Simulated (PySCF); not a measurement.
**Radial density of Sc⁺ (scandium, charge +1)**

BHandHLYP, [Ar] 3d1 4s1, high-spin 3D determinant. Computed with PySCF 2.14 in aug-cc-pV5Z, with the non-relativistic Hamiltonian (point nucleus).

```
r (bohr)  4πr²ρ (e/bohr)  4πr²(ρα − ρβ)
 0.00158          0.1810         0.0001
 0.00265          0.4895         0.0002
 0.00447           1.284         0.0006
 0.00751           3.196         0.0014
  0.0126           7.298         0.0032
  0.0212           14.42         0.0061
  0.0357           22.43         0.0082
  0.0601           24.19         0.0046
   0.101           18.72        -0.0012
   0.170           22.12         0.0196
   0.286           24.77         0.0677
   0.481           9.498         0.2266
   0.809           8.474         0.5917
    1.36           5.795         0.5480
    2.29           1.050         0.5245
    3.85          0.3048         0.3001
    6.48         0.02039         0.0204
    10.9       3.904e-05         0.0000
```
